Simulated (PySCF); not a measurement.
Species: C7H9S (charge +1).
Structure used (GFN2-xTB), in Å, numbered top down from 1:
```xyz
17
C7H9S angstrom
C     -2.5070    0.9390   -0.0865
C     -1.7008   -0.3208   -0.3613
C     -0.2425   -0.1891   -0.1004
C      0.6217   -1.2630   -0.2542
C      1.9862   -1.2085   -0.0350
C      2.6437   -0.0456    0.3754
C      1.9834    1.1310    0.5907
S      0.3121    1.3495    0.3944
H     -2.1831    1.7614   -0.7218
H     -2.4170    1.2419    0.9551
H     -3.5578    0.7539   -0.2908
H     -2.0855   -1.1494    0.2430
H     -1.8351   -0.6268   -1.4050
H      0.1876   -2.2034   -0.5674
H      2.5700   -2.1044   -0.1865
H      3.7126   -0.0757    0.5307
H      2.5044    2.0219    0.9098
```

NICS = −σ at a ghost point: NICS(0) at the centroid of the ring atoms, NICS(1) 1 Å to either side along the normal of their mean plane, zz for the tensor component along that normal. Level: GIAO PBE0/pcSseg-1 (PySCF, non-relativistic, gas phase) on the GFN2-xTB geometry, one conformer.

Ring bond lengths (Å), with Mayer bond orders in brackets: C3–C4 1.387 (1.35), C4–C5 1.383 (1.45), C5–C6 1.398 (1.36), C6–C7 1.366 (1.50), C7–S8 1.697 (1.26), S8–C3 1.709 (1.28).

Give the NICS values of each ring in ppm.

```json
{"ring": "C3–C4–C5–C6–C7–S8", "type": "6-membered ring with S; formal bonds all aromatic", "NICS(0)": "-7.5", "NICS(1), two faces": "-10.6 / -10.6", "NICS(1)zz, two faces": "-24.8 / -24.7", "rms pucker (Å)": "0.00", "centre to ring atoms, mean (Å)": "1.48"}
```

What can be read from them?

- C3–C4–C5–C6–C7–S8: mean NICS(1)zz -24.8 ppm, shielded. For a flat ring without four-coordinate atoms the NICS criterion counts such a value as aromatic.

And the bond-length index? HOMA = 1 − mean of α(R − Ropt)² over the ring bonds, with Krygowski's 1993 parameters (CC: Ropt 1.388 Å, α 257.7 Å⁻²; CS: Ropt 1.677 Å, α 94.09 Å⁻²).

- C3–C4–C5–C6–C7–S8: HOMA 0.95; the largest term is that of C6–C7, α(R − Ropt)² = 0.12. The geometric and the magnetic index point the same way.

At the first NICS(1) probe listed for ring C3–C4–C5–C6–C7–S8, 1 Å off the ring, how large is the induced field along the normal in 1 T applied along it?

NICSzz × B0 = -24.8 ppm × 1 T = -25 μT, against the applied field.

List the ring angles and the Hirshfeld charges of the ring atoms.

- C3–C4–C5–C6–C7–S8: C3 121.8° (+0.067 e), C4 124.5° (-0.002 e), C5 122.9° (+0.044 e), C6 122.4° (+0.006 e), C7 124.7° (+0.011 e), S8 103.7° (+0.323 e); sum 720.0° against 720° for a flat convex ring.

How shielded are the nuclei of the rings and their hydrogens (means over atoms taken as equivalent)?

```
atoms                        environment  σ isotropic (ppm)
   C3        substituted aromatic carbon              -14.8
   C4                 aromatic CH carbon               43.2
   C5                 aromatic CH carbon               31.3
   C6                 aromatic CH carbon               46.2
   C7  aromatic CH next to a ring sulfur               22.1
   S8                        ring sulfur              145.2
  H14                  aromatic hydrogen              22.67
  H15                  aromatic hydrogen              22.57
  H16                  aromatic hydrogen              22.66
  H17                  aromatic hydrogen              21.99
```
